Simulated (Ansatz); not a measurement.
Two shapes of singlet Li₄F₄.

Shape 1:

```xyz
8

Li   -0.8556   -0.8556   -0.8556
F    -0.9490   -0.9490    0.9490
F    -0.9490    0.9490   -0.9490
Li   -0.8556    0.8556    0.8556
F     0.9490   -0.9490   -0.9490
Li    0.8556   -0.8556    0.8556
Li    0.8556    0.8556   -0.8556
F     0.9490    0.9490    0.9490
```

Shape 2:

```xyz
8

Li   -0.8597   -0.8957   -0.8851
F    -0.9644   -0.9045    0.9321
F    -0.9933    0.9720   -0.9514
Li   -0.8254    0.8315    0.8239
F     0.9397   -0.9953   -0.9654
Li    0.8569   -0.9044    0.8447
Li    0.8854    0.8924   -0.8397
F     0.9017    0.9352    0.9404
```

Basis set: 6-31G* (spherical functions). Correlated methods keep 4 orbitals frozen. Charge 0, multiplicity 1.

Computed with Ansatz (development build ahead of 0.2.0); each method stands on the lowest determinant of its kind that the runs found.

Question: Which shape is lower in energy, and by how much in each method?

Answer:

```json
{"method": "RHF", "E(2) − E(1) (eV)": "0.084"}
{"method": "RHF-MP2", "E(2) − E(1) (eV)": "0.076"}
```

Shape 1 is lower.
